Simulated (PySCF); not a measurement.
Labels have come off several samples. The candidates:

A. `Cc1ccc[nH]1`
B. `C=C/C(C)=C\CF`
C. SMILES C/C=C\C=C\CF

Spectrum 1. $^{13}$C{$^{1}$H} NMR (computed): δ 140.1 (CH), 139.1 (CH), 138.4 (C), 121.2 (CH2), 85.0 (CH2), 21.5 (CH3).

Spectrum 2. $^{13}$C{$^{1}$H} NMR (computed): δ 136.0 (CH), 135.7 (CH), 135.4 (CH), 129.5 (CH), 86.8 (CH2), 16.9 (CH3).

Spectrum 3. $^{13}$C{$^{1}$H} NMR (computed): δ 128.4 (C), 119.1 (CH), 113.6 (CH), 111.7 (CH), 15.1 (CH3).

[PySCF 2.14.0 with density-fitted response routines: GFN2-xTB geometry; shieldings: GIAO PBE0/pcSseg-1; non-relativistic Hamiltonian; a single conformation; one averaged value for each set of equivalent atoms; isolated molecule]

Shifts are taken against calculated references (same method and geometry level): $^{13}$C against TMS. Splittings of carbon signals by F and P are missing where no couplings were computed. Shifts are as computed. Against solution values, carbons near 30 ppm lie about +3 ppm off and those near 130 ppm about +5 ppm (rms about the fit 2.1 ppm; single classes can miss by 10 ppm). Of 1328 compounds with measured shifts, 309 miss one by over three times the rms of a fit or turn the order of signals round; such compounds aren't used in these exercises. Signals without a measured value on file couldn't be tested in this way; 1H shifts scatter by 0.2 ppm about their fit, and single ones miss by 0.5 ppm.

**Question.** Which spectrum belongs to which compound?

**Answer.** 1–B, 2–C, 3–A.

- Spectrum 1 (B): 6 $^{13}$C signals; δC 140.1 is an alkene CH; δC 139.1 is an alkene CH.
- Spectrum 2 (C): 6 $^{13}$C signals; δC 136.0 is an alkene CH; δC 135.7 is an alkene CH.
- Spectrum 3 (A): 5 $^{13}$C signals; δC 15.1 is a methyl carbon on an aromatic ring; δC 128.4 is a substituted aromatic carbon next to a ring nitrogen.
